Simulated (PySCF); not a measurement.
Mg(Cl)(NH2) (ClH2MgN), SMILES [NH2][Mg][Cl]. Atoms are numbered in the order given.

```xyz
5

Mg     0.0000     0.0000     0.5019
Cl     0.0000     0.0000    -1.6844
N      0.0000     0.0000     2.3788
H      0.0000    -0.8111     2.9807
H      0.0000     0.8111     2.9807
```
Charge 0, spin multiplicity 1.

The structure is a stationary point at r2SCAN-D4/def2-TZVP. Other conformers were not sampled.

Method: TDDFT-LC-ωPBE/def2-SVPD in PySCF.

Vertical excitations. Isolated molecule, no solvent. State labels are in the subgroup C2v.

```csv
state,symmetry,energy (eV),λ (nm),f,main pairs
S1,B1,4.90,253,0.063,HOMO→LUMO 89 %
S2,A2,6.02,206,0.000,"HOMO→LUMO+1 68 %, HOMO→LUMO+4 29 %"
S3,B1,6.90,180,0.039,"HOMO→LUMO+3 66 %, HOMO→LUMO+6 12 %"
S4,A1,6.94,179,0.036,"HOMO→LUMO+2 75 %, HOMO→LUMO+5 20 %"
S5,B2,7.02,177,0.069,HOMO−2→LUMO 84 %
S6,B1,7.03,176,0.052,HOMO−1→LUMO 76 %
S7,A2,7.85,158,0.000,"HOMO→LUMO+4 51 %, HOMO→LUMO+1 22 %, HOMO→LUMO+13 15 %, HOMO→LUMO+8 9 %"
S8,A1,8.01,155,0.267,HOMO−3→LUMO 77 %
S9,A2,8.21,151,0.000,"HOMO−1→LUMO+1 67 %, HOMO−1→LUMO+4 28 %"
S10,A1,8.34,149,0.046,"HOMO−2→LUMO+1 46 %, HOMO−2→LUMO+4 18 %, HOMO−1→LUMO+2 16 %, HOMO−1→LUMO+5 9 %"
T1,B1,4.46,278,0,HOMO→LUMO 85 %
T2,A2,5.96,208,0,"HOMO→LUMO+1 67 %, HOMO→LUMO+4 30 %"
T3,A1,6.04,205,0,"HOMO→LUMO+2 61 %, HOMO→LUMO+5 30 %"
T4,B1,6.68,186,0,"HOMO−1→LUMO 60 %, HOMO→LUMO+3 18 %"
```
Triplets are in the Tamm–Dancoff approximation, which puts them higher than full response would, so one can lie above its singlet here.
